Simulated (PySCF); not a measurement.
B(H)2(OSiH3) (BH5OSi), SMILES BO[SiH3]. The structure is a stationary point at r2SCAN-D4/def2-TZVP.

Q: Give the equilibrium geometry at r2SCAN-D4/def2-TZVP (PySCF confirms it by a frequency run) as Cartesian coordinates in Å, and its point group. (Estimate from the structure and the level; the computed values follow.)

A: point group Cs.
```xyz
8

B      0.2097    -1.7686     0.0000
H     -0.4399    -2.7752     0.0000
H      1.4132    -1.7827     0.0000
O     -0.4506    -0.5903     0.0000
Si     0.0692     0.9856     0.0000
H     -0.4692     1.6427     1.2124
H     -0.4692     1.6427    -1.2124
H      1.5523     1.0384     0.0000
```
